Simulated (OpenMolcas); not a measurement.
Ni2+, Pd2+, Pt2+: d⁸ down the group

```
Program             : OpenMolcas 26.06
Method              : CASSCF
Basis               : ANO-RCC-VQZP
Scalar Hamiltonian  : DKH2, point nucleus
Spin-orbit coupling : state interaction with AMFI integrals over the reference wave functions, term energies averaged over their components
```

Active space for each ion: 8 electrons in 10 orbitals (d d).

Computed levels in cm-1 above ³F₄:

```json
{"Level": "³F₃", "Ni2+": "1356", "Pd2+": "3143", "Pt2+": "9983"}
{"Level": "³P₂", "Ni2+": "19850", "Pd2+": "17549", "Pt2+": "17458"}
{"Level": "³P₁", "Ni2+": "20167", "Pd2+": "17053", "Pt2+": "22669"}
{"Level": "³P₀", "Ni2+": "20437", "Pd2+": "17341", "Pt2+": "20386"}
{"Level": "¹G₄", "Ni2+": "25793", "Pd2+": "21157", "Pt2+": "25678"}
{"Level": "¹S₀", "Ni2+": "61386", "Pd2+": "49090", "Pt2+": "54815"}
{"Level": "weight of ³F in the lowest level (%)", "Ni2+": "100", "Pd2+": "99", "Pt2+": "97"}
```

Mixed levels, with the weight of the term that names them: Pd2+ ³P₂ (54 %), Pt2+ ³P₂ (54 %).

Measured, with the error of the calculation in %. Measured levels: Ni2+ from Corliss and Sugar, J. Phys. Chem. Ref. Data 10, 197 (1981); Pd2+ from Moore, Atomic Energy Levels, vol. III, NSRDS-NBS 35 (1971 reprint of NBS Circular 467, 1958); Pt2+ from NIST levels as listed in McCann et al., Mon. Not. R. Astron. Soc. 538, 537 (2025).

```
Level           Ni2+           Pd2+           Pt2+
  ³F₃    1361 (-0.4)    3230 (-2.7)    9752 (+2.4)
  ³P₂  16662 (+19.1)                              
  ³P₁  16978 (+18.8)  13470 (+26.6)  16782 (+35.1)
  ³P₀  17231 (+18.6)  13699 (+26.6)  14939 (+36.5)
  ¹G₄  23109 (+11.6)  17880 (+18.3)  21331 (+20.4)
  ¹S₀  52532 (+16.9)
```

The fine-structure level ³F₃ changes by a factor of 7.36 from Ni2+ to Pt2+.

Without spin-orbit coupling ³P lies 18801, 13894, 12639 cm-1 above ³F in that order; the difference to the level ³P₂, of either sign, comes from spin-orbit coupling, which also lowers the zero.

Without dynamic correlation excited terms often stand tens of per cent too high (terms of higher spin than the ground term too low), and those without a measured partner can miss by more than the paired ones. Active for correlation alone: 4d; no level in the range computed is led by a configuration that fills it, so any true level of that kind is missing (holds for Ni2+). Active for correlation alone: 5d; no level in the range computed is led by a configuration that fills it, so any true level of that kind is missing (holds for Pd2+). Active for correlation alone: 6d; no level in the range computed is led by a configuration that fills it, so any true level of that kind is missing (holds for Pt2+). Measured partners are found by configuration, term and J. A level has none where our copy of the source lacks it or the pairing is in doubt (some pairs that miss far off the trend of their configuration count as doubtful), and it then counts in no deviation. Only configurations of the active space appear.
